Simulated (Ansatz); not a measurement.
Gas-phase electronic energies from Ansatz, PBE0-D4/def2-TZVP geometries. CCSD(T)/CBS is the MP2 limit (def2-TZVPP, def2-QZVPP) plus CCSD(T) − MP2 in def2-TZVPP, frozen cores. DFT in def2-TZVPP. HSE06 is defined as in plane-wave codes. def2 core potentials past Kr. For In, Sn outer-core shells are correlated without core-valence functions, which leaves a few kJ/mol of doubt a bond.

Reaction (formal exchange of groups at a C–In bond): `N#[C][InH2]` + `[F][SnH2][F]` → `N#[C][SnH]([F])[F]` + `[InH3]`

```json
{"level": "revPBE-D4", "ΔE (kJ/mol)": "43.5"}
{"level": "r2SCANh-D4", "ΔE (kJ/mol)": "48.2"}
{"level": "r2SCAN0-D4", "ΔE (kJ/mol)": "49.1"}
{"level": "HSE06-D4", "ΔE (kJ/mol)": "47.3"}
{"level": "r2SCAN", "ΔE (kJ/mol)": "48.0"}
{"level": "r2SCANh", "ΔE (kJ/mol)": "48.7"}
{"level": "HSE06", "ΔE (kJ/mol)": "48.5"}
{"level": "MP2/def2-TZVPP", "ΔE (kJ/mol)": "48.4"}
```

What does CCSD(T)/CBS give? (Best estimate.)

Ansatz gave: +47.7 kJ/mol. The listed levels differ from it by -4.2, 0.5, 1.4, -0.4, 0.3, 1.0, 0.8, 0.7 kJ/mol.

Largest T1 diagnostic among the species: 0.015.

Leaving LDA and LC-ωPBE aside and taking each functional with its dispersion term where it has one, the values, not all of them listed here, spread over 8.2 kJ/mol, from B97M-V to BHLYP-D4. In def2-TZVPP, CCSD(T) changes the Hartree–Fock value by −5.1 kJ/mol (the triples alone add −1.1 kJ/mol) and MP2 by −3.8 kJ/mol.
